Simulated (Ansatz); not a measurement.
C₄H₁₂GeS₄, SMILES `C[S][Ge]([S]C)([S]C)[S]C` at its PBE0-D4/def2-TZVP geometry, where that method's forces vanish. Total charge 0; spin multiplicity 1.

```xyz
21

C    -0.3085   -1.5695   -2.6020
S     0.5161   -1.8955   -1.0185
Ge    0.0000    0.0000    0.0000
S     0.7383    1.7715   -1.1016
C     2.5041    1.3524   -1.1091
S     0.9322   -0.1936    1.9975
C     0.4195    1.4092    2.6772
S    -2.1864    0.3177    0.1226
C    -2.6151   -1.1921    1.0339
H    -0.1346   -2.4456   -3.2265
H    -1.3801   -1.4319   -2.4609
H     0.1142   -0.6897   -3.0861
H     3.0109    2.1613   -1.6350
H     2.8909    1.2824   -0.0929
H     2.6782    0.4136   -1.6339
H     0.8187    1.4567    3.6901
H    -0.6668    1.4869    2.7117
H     0.8278    2.2296    2.0878
H    -2.1242   -1.2114    2.0064
H    -2.3397   -2.0801    0.4657
H    -3.6957   -1.1718    1.1737
```

Problem. What forces (eV/Å) does r2SCAN-D4/def2-TZVPP give on these atoms in the Gaussian-basis code of Ansatz? (An estimate is asked.)

Solution. The calculation gave: 
```
C1  -0.084  0.020 -0.176
S2   0.111 -0.117  0.127
Ge3  0.000  0.000  0.000
S4  -0.159  0.122 -0.047
C5   0.193 -0.031 -0.009
S6   0.096 -0.181  0.013
C7  -0.047  0.169  0.088
S8  -0.048  0.177 -0.093
C9  -0.062 -0.158  0.098
H10 -0.005  0.020  0.013
H11  0.017 -0.003 -0.005
H12 -0.008 -0.015  0.005
H13 -0.010 -0.019  0.012
H14 -0.003  0.002 -0.017
H15  0.000  0.016  0.008
H16 -0.009  0.000 -0.022
H17  0.018  0.001  0.002
H18 -0.007 -0.011  0.012
H19 -0.010 -0.002 -0.014
H20 -0.007  0.013  0.011
H21  0.024 -0.002 -0.003
```
